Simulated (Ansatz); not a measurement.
Input (CCSDT(Q)/aug-cc-pVDZ; Ansatz, an electronic-structure program):

Ansatz 0.2 input:
```yaml
crystal:
  periodic: [false, false, false]
  atoms:
    - {symbol: N, position_ang: [-0.98707337, 0.12204602, 0.64401714]}
    - {symbol: C, position_ang: [0.04891004, -0.01595210, -0.06065348]}
    - {symbol: O, position_ang: [1.06980571, -0.08380837, -0.55735061]}
    - {symbol: H, position_ang: [-1.94239235, -0.08814256, 0.31460582]}
basis:
  gaussian:
    orbitals: aug-cc-pVDZ
total_charge: 1
magnetization: {spin_polarized: true, initial_magnetization: 1}
correlation: {method: ccsdt_q, electrons: outside_noble_gas}
```

Output:

```
Functional definition: HF
integrals: 0.15 GiB planned
1240 factors; integrals over basis functions are off by at most 2.3e-7 eV
mean field: 0.21 GiB planned
mean field evaluation 1: about -4551.7253 eV, gradient 3.1e1 eV
mean field evaluation 2: about -4551.7289 eV, gradient 3.1e1 eV
mean field evaluation 4: about -4555.4340 eV, gradient 3.6e0 eV
mean field evaluation 8: about -4555.6035 eV, gradient 4.9e-1 eV
mean field evaluation 16: about -4555.6227 eV, gradient 2.0e-6 eV
mean field evaluation 32: about -4555.5486 eV, gradient 2.3e0 eV
mean field evaluation 64: about -4554.8038 eV, gradient 8.1e-4 eV
mean field evaluation 96: about -4555.6149 eV, gradient 4.6e-1 eV
mean field -4555.62266248 eV, -167.4160449340 hartree, gradient 2.0e-6 eV, S^2 0.873725; 4 other end points of the search recorded, 0 dependent functions left out
determinant -4555.62266248 eV, -167.4160449340 hartree, with singles and doubles -4567.91559950 eV, -167.8678020373 hartree
determinant -4554.80382168 eV, -167.3859530898 hartree, with singles and doubles -4567.10650895 eV, -167.8380685079 hartree
3 core orbitals not correlated
reference -4555.62266248 eV, -167.4160449340 hartree; 8, 7 occupied and 67, 68 virtual orbitals, 1240 factors
second order -11.61450575 eV of doubles, -0.00000000 eV of singles
coupled cluster: 3.88 GiB planned
cycle   1  -11.63654966 eV  change   -2.2e-2 eV  update   1.3e-1
cycle   2  -12.31452447 eV  change   -6.8e-1 eV  update   6.8e-2
cycle   3  -12.86716462 eV  change   -5.5e-1 eV  update   3.7e-2
cycle   4  -12.86269377 eV  change    4.5e-3 eV  update   1.5e-2
cycle   5  -12.81533229 eV  change    4.7e-2 eV  update   7.9e-3
cycle   6  -12.82577820 eV  change   -1.0e-2 eV  update   3.2e-3
cycle   7  -12.83555059 eV  change   -9.8e-3 eV  update   1.7e-3
cycle   8  -12.83347375 eV  change    2.1e-3 eV  update   8.5e-4
cycle   9  -12.83333546 eV  change    1.4e-4 eV  update   5.1e-4
cycle  10  -12.83439069 eV  change   -1.1e-3 eV  update   2.6e-4
cycle  11  -12.83407873 eV  change    3.1e-4 eV  update   1.5e-4
cycle  12  -12.83433521 eV  change   -2.6e-4 eV  update   8.8e-5
cycle  13  -12.83439291 eV  change   -5.8e-5 eV  update   3.9e-5
cycle  14  -12.83437743 eV  change    1.5e-5 eV  update   1.9e-5
cycle  15  -12.83436849 eV  change    8.9e-6 eV  update   1.1e-5
cycle  16  -12.83438612 eV  change   -1.8e-5 eV  update   6.1e-6
cycle  17  -12.83438731 eV  change   -1.2e-6 eV  update   3.4e-6
cycle  18  -12.83439023 eV  change   -2.9e-6 eV  update   2.0e-6
cycle  19  -12.83439193 eV  change   -1.7e-6 eV  update   1.2e-6
coupled cluster: 3.88 GiB planned
perturbative correction -0.05598814 eV, -0.0020575262 hartree
Total energy: -4568.51304255 eV, -167.8897576644 hartree
```

The determinant is spin-contaminated: <S^2> is 0.87, 0.12 over the pure value.
